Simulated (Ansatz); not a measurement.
Relaxation of ClFH₄O₃Zr (10 atoms, charge 0, multiplicity 1), to a largest force component of 0.03 eV/Å in at most 50 steps.

Method: Ansatz, RKS PBE0-D4/def2-SVP.

```xyz
10
Properties=species:S:1:pos:R:3
Zr 0.255 0.427 -0.460
Cl 0.654 -0.987 2.958
O 1.782 -0.617 -0.933
H 2.475 -1.250 -1.116
F -0.312 1.362 -2.030
O -1.212 -0.649 0.146
H -1.497 -1.259 0.832
O 0.759 1.755 0.987
H 1.373 2.475 1.144
H 0.738 0.308 2.643
```

Task: Where does it end, and by what steps?

Result: The forces met the threshold. After 37 steps the energy has fallen by 1.077 eV; F5 moved furthest, 1.67 Å. Parted: Cl2–H10 (1.34 → 2.54 Å). Joined: Zr1–Cl2 (3.72 → 2.44 Å), O8–H10 (2.20 → 0.97 Å).

```csv
step,energy less start (eV),largest force component (eV/Å),accepted
0,0.0000,1.035,yes
2,-0.1461,0.368,yes
4,-0.1567,0.086,yes
6,-0.1624,0.432,yes
8,-0.1716,0.119,yes
10,-0.1757,0.090,yes
12,-0.1794,0.192,yes
14,-0.1832,0.095,yes
16,-0.1849,0.366,yes
18,-0.2663,0.921,yes
20,-0.5722,3.353,yes
22,-0.8913,0.611,yes
24,-0.9309,0.474,yes
26,-0.9551,0.957,yes
28,-1.0318,0.345,yes
30,-1.0621,0.307,yes
32,-1.0703,0.139,yes
34,-1.0756,0.101,yes
36,-1.0770,0.034,yes
37,-1.0771,0.018,yes
```

```xyz
10
Properties=species:S:1:pos:R:3
Zr 0.636 -0.102 0.131
Cl 1.942 -0.574 2.133
O 1.462 -1.370 -1.024
H 1.976 -1.974 -1.559
F 0.915 1.506 -0.910
O -1.193 -0.645 0.235
H -1.973 -1.176 0.078
O 0.151 1.721 1.576
H 0.399 2.548 1.141
H 0.700 1.631 2.369
```

Whether the end is a true minimum wasn't checked by a vibrational analysis.

Time of the run: 2.2 min on 4 threads of Intel(R) Xeon(R) Platinum 8175M CPU @ 2.50GHz (Skylake/Cascade Lake), with other jobs on the host, peak memory 0.36 GiB.
